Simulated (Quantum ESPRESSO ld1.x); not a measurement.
Task: Species: Ti6+. Configuration: [Ne] 3s2 3p4 (the NIST ground configuration). Calculated with ld1.x of Quantum ESPRESSO 7.5: Dirac Kohn-Sham, PBEsol, spin-unpolarised, spherical densities, point nucleus; open shells fill j = l - 1/2 first. Some entries of the table are withheld. Estimate them.

| orbital | occ. | eigenvalue (eV) | <r> (bohr) | <1/r> (bohr^-1) |
|---|---|---|---|---|
| 1s1/2 | 2 | -4973.16 | 0.06964 | 21.79 |
| 2s1/2 | 2 | (1) | 0.3243 | 4.566 |
| 2p1/2 | 2 | -556.963 | 0.2873 | 4.500 |
| 2p3/2 | 4 | -551.170 | 0.2900 | 4.443 |
| 3s1/2 | 2 | -157.185 | 0.9353 | 1.513 |
| 3p1/2 | 2 | (2) | (3) | 1.424 |
| 3p3/2 | 2 | (4) | (5) | 1.413 |
| 3d3/2 | 0 | -93.9323 | 0.9953 | 1.226 |
| 3d5/2 | 0 | -93.8302 | 0.9966 | 1.224 |
| 4s1/2 | 0 | (6) | 2.069 | 0.6706 |

Result: 
(1) 2s1/2 eigenvalue (eV): -645.027
(2) 3p1/2 eigenvalue (eV): -132.595
(3) 3p1/2 <r> (bohr): 0.9623
(4) 3p3/2 eigenvalue (eV): -131.750
(5) 3p3/2 <r> (bohr): 0.9678
(6) 4s1/2 eigenvalue (eV): -62.4924
